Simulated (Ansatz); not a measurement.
`C#[C][ZnH]` at its PBE0-D4/def2-TZVP geometry, where that method's forces vanish. Total charge 0; spin multiplicity 1.

```xyz
5

C     0.6202   -1.0102    1.0316
C     0.1414   -0.2302    0.2393
Zn   -0.6010    0.9788   -0.9973
H     1.0422   -1.6974    1.7294
H    -1.2029    1.9591   -2.0030
```

Task: What forces (eV/Å) does r2SCAN-D4/def2-TZVPP give on these atoms in Ansatz 0.2.0? (An estimate is asked.)

Result: Ansatz gave: 
```
C1   0.150 -0.244  0.249
C2  -0.217  0.353 -0.362
Zn3 -0.013  0.022 -0.024
H4  -0.018  0.029 -0.028
H5   0.098 -0.159  0.165
```
